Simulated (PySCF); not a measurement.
Here is a job for PySCF.
```python
from pyscf import gto, scf

mol = gto.Mole()
mol.atom = '''
    O    -1.14257544   -0.76938954   -0.03182750
    B    -0.00770897   -0.03931797   -0.00346985
    O    -0.11414081    1.32224772    0.13027114
    O     1.17041255   -0.70476858   -0.10979414
    H    -1.93446708   -0.23864193    0.04760011
    H     0.69661442    1.82756308    0.14897985
    H     1.96682712   -0.17704808   -0.08842676
'''
mol.basis = 'pc-2'
mol.verbose = 4
mol.build()

mf = scf.RHF(mol)
mf = mf.density_fit(auxbasis='def2-universal-jkfit')
mf.kernel()
mf.analyze()
```

What HOMO energy does PySCF with DF-HF/pc-2 give?

-13.71 eV

Give the HOMO-LUMO gap at the level DF-HF/pc-2.

15.88 eV

What nuclear repulsion energy does DF-HF/pc-2 give?

116.7504 Eh

Predict the total energy from DF-HF/pc-2.

-251.3009 Eh

Estimate the dipole moment that DF-HF/pc-2 returns for this input.

3.14 D
